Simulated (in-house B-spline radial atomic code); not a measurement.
# PBE hybrid excitations of O⁶⁺

Method: PBE hybrid with 0.8 exact exchange. Computed with a B-spline radial code for spherical atoms: linear response of the closed shell 1s2 with the functional's adiabatic kernel; non-relativistic, point nucleus, no spin-orbit coupling, no double excitations, S, P, D and F terms only.

Command:
```bash
python run_td.py task.json out
```
Settings (radii: box in bohr, nucleus in fm):
```
Z                        8
electrons                2
configuration            1s2
hamiltonian              nr
method                   pbeh
box_radius               14.35
exact_exchange_fraction  0.8
intervals                47
```

Run time, properties included: 0.1 s on 1 thread of Arm Neoverse N1 (shared host).

The lowest states, in the order of their Tamm-Dancoff energies; the method's threshold (minus the highest occupied level) is 730.49 eV. Labels give the largest channel, * marks a mixed state, and oscillator strengths are full-response dipole values. Semilocal kernels can invert the small singlet-triplet splittings of Rydberg terms. Energies in eV:

```csv
state,full response,Tamm-Dancoff,oscillator strength
1s → 2s 3S,558.01,558.07,-
1s → 2p 3P,565.83,565.86,-
1s → 2s 1S,566.18,566.24,-
1s → 2p 1P,?,?,?
1s → 3s 3S,656.52,656.54,-
1s → 3s 1S,658.60,658.62,-
1s → 3p 3P,658.72,658.72,-
1s → 3d 3D,?,?,-
1s → 3d 1D,660.21,660.21,-
1s → 3p 1P,660.20,660.21,0.142
1s → 4s 3S,689.51,689.51,-
1s → 4s 1S,690.34,690.35,-
1s → 4p 3P,690.40,690.41,-
1s → 4d 3D,690.97,690.97,-
1s → 4d 1D,691.01,691.01,-
1s → 4p 1P,691.01,691.02,0.0538
```

(1) Where does 1s → 3d 3D lie?

(2) Where does 1s → 2p 1P lie?

(3) How large is the singlet-triplet splitting of 1s → 2s (S terms) in Tamm-Dancoff?

(4) What polarisabilities and dispersion coefficient does the method give?

## Answers

(1) At 660.15 eV in full response, 660.15 eV in Tamm-Dancoff.

(2) At 571.40 eV in full response, 571.43 eV in Tamm-Dancoff, oscillator strength 0.682.

(3) 8.17 eV, from the unrounded values.

(4) Dipole 0.00266 bohr³, quadrupole 0.0001641 bohr⁵, C6 0.0001306 hartree·bohr⁶ for two such species.
